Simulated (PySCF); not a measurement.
Excitations are Tamm–Dancoff values on a coarser integration grid. The basis has no diffuse functions, so Rydberg states are missing or too high.

Z-matrix (Å, degrees):
```
C
C 1 1.3141
H 1 1.0791 2 124.03
H 2 1.0807 1 122.46 3 -180.00
H 2 1.0821 4 118.00 1 -180.00
Br 1 1.8874 3 112.67 2 179.99
```
Charge 0, spin multiplicity 1.

### Question
What HOMO–LUMO gap, dipole moment, S1 excitation (TDA), total energy, S1–T1 gap (TDA), brightest of the four lowest singlets (TDA), LUMO and T1 excitation (TDA) does CAM-B3LYP-D3(BJ)/def2-TZVP (PySCF) give?

### Answer

The HOMO–LUMO gap is 9.57 eV and the dipole moment is 1.51 D. The S1 excitation (TDA) is 6.16 eV, the total energy comes out as -72171.51 eV and the S1–T1 gap (TDA) is 1.90 eV. The brightest of the four lowest singlets (TDA) is 6.89 eV, the LUMO is 0.82 eV and the T1 excitation (TDA) is 4.26 eV.
